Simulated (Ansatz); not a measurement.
Energy differences in CaS

Computed with Ansatz's Gaussian-basis code (development build). Basis cc-pwCVTZ-X2C on Ca, cc-pVTZ-DK on S, scalar X2C without spin–orbit coupling, 10 orbitals frozen in the corrections; active space CAS(8,8), shells under the valence barred from it. Restricted Hartree–Fock, then the lowest state-specific CASSCF solution met for each case. Coupled cluster stands on the determinant that it favours, not always the lowest RHF. On stretched bonds single-reference methods can fail or change state. Unlike active orbitals can shift such differences by tenths of an eV, at times by over 1 eV.

Case A, triplet: bond length 2.3180 Å.

Case B, singlet: the shape of A.

Energy less that of case A, in eV:

```
case  RHF/ROHF  CASSCF  CCSD(T)
   B    +0.029  -0.559   -1.050
```

Question: Give the SC-NEVPT2 energies against case A.

Answer: B: -1.097 eV (-25.3 kcal/mol).

Question: Which case is lowest, and do the methods agree?

Answer: B is lowest in SC-NEVPT2. RHF/ROHF puts A lowest.
